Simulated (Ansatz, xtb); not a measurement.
## Two isomers of C7H9P

We compare a, `CC1=CC=CP=C1C`, a singlet, with b, `CC1=C(C)C=PC=C1`, a singlet. Both are isolated molecules in the gas phase, relaxed with PBE0-D3(BJ)/def2-SVP.

a (Å):

```
atom    x (Å)    y (Å)    z (Å)
   C  -1.1278  -0.7193   0.0626
   C   0.3129  -0.5806   0.4708
   C   0.6361  -0.6493   1.8318
   C   1.9280  -0.5365   2.3422
   C   3.0444  -0.3412   1.5393
   C   1.2960  -0.3865  -0.5175
   C   0.8909  -0.3209  -1.9649
   P   3.0024  -0.2102  -0.1882
   H  -1.4794   0.1727  -0.4805
   H  -1.2728  -1.5762  -0.6148
   H  -1.7796  -0.8633   0.9350
   H  -0.1837  -0.8020   2.5396
   H   2.0603  -0.6060   3.4268
   H   4.0256  -0.2626   2.0197
   H   0.3890  -1.2489  -2.2860
   H   1.7610  -0.1668  -2.6193
   H   0.1821   0.5039  -2.1485
```

b (Å):

```xyz
17

C     0.6500    1.1235    1.2274
C     0.9506   -0.2869    0.8114
C     1.5852   -1.1430    1.7191
C     1.9224   -2.4676    1.4675
C     0.8510   -2.0284   -0.9126
C     0.5905   -0.7267   -0.4830
C    -0.0904    0.2328   -1.4194
P     1.6181   -3.3033   -0.0195
H     1.1457    1.8554    0.5688
H    -0.4298    1.3401    1.1777
H     0.9846    1.3156    2.2557
H     1.8319   -0.7278    2.7029
H     2.4181   -3.0297    2.2661
H     0.5378   -2.2837   -1.9319
H    -0.3100   -0.2415   -2.3850
H    -1.0400    0.6014   -0.9984
H     0.5338    1.1206   -1.6113
```

Energies in hartree; the thermal terms are from GFN2-xTB frequencies at re-optimised GFN2-xTB minima (ideal gas, soft modes damped towards free rotors, one conformer each, 298.15 K, 1 atm) and include the zero-point energy:

|  | a | b |
| --- | --- | --- |
| E, CCSD(T)/def2-SVP | −611.909030 | −611.910153 |
| E, MP2/def2-SVP | −611.798588 | −611.799437 |
| E, MP2/def2-TZVPP | −612.440767 | −612.441781 |
| zero-point energy | 0.136733 | 0.136779 |
| H(298 K) − E | 0.145903 | 0.145938 |
| G(298 K) − E | 0.104182 | 0.104146 |

**Question.** Correct the CCSD(T) difference for the basis set by the MP2 change, then work out ΔE, ΔE₀, ΔH and ΔG for a → b in kcal/mol (1 Eh = 627.51 kcal/mol) and the equilibrium ratio [b]/[a].

**Answer.** 1. Differences b − a: CCSD(T) −0.001123, MP2 in the small set −0.000849, MP2 in the large set −0.001014 Eh.
2. ΔE = −0.001123 + (−0.001014 − (−0.000849)) = −0.001288 Eh = −0.81 kcal/mol.
3. ΔE₀ = ΔE + ΔZPE = −0.001288 + (+0.000046) Eh = −0.78 kcal/mol.
4. ΔH = ΔE + (+0.000035) Eh = −0.79 kcal/mol.
5. ΔG = ΔE + (−0.000036) Eh = −0.83 kcal/mol, so ΔS = (ΔH − ΔG)/T = +0.6 J/(mol K).
6. kT = 0.9442 mEh, so K = [b]/[a] = exp(−ΔG/kT) = exp(+1.40) ≈ 4.1.

The two are too close for this level to say which is favoured. An error of 1 kcal/mol in ΔG would change K by a factor of 5.4. Mirror images and further conformers aren't counted.

As drawn, both hold the same kinds of bond in the same numbers.

Other levels gave ΔE = −1.1 (GFN2-xTB); −1.6 (HF/STO-3G, GFN2-xTB geometries); −0.5 (r2SCAN-D4/def2-SVP, GFN2-xTB geometries); −0.5 (PBE0-D3(BJ)/def2-SVP); −0.7 (HF/def2-SVP); −0.5 (MP2/def2-SVP); −0.7 (CCSD(T)/def2-SVP) kcal/mol. The correlated steps freeze 12 core orbitals. Programs: Ansatz 0.2.0, xtb 6.7.1.
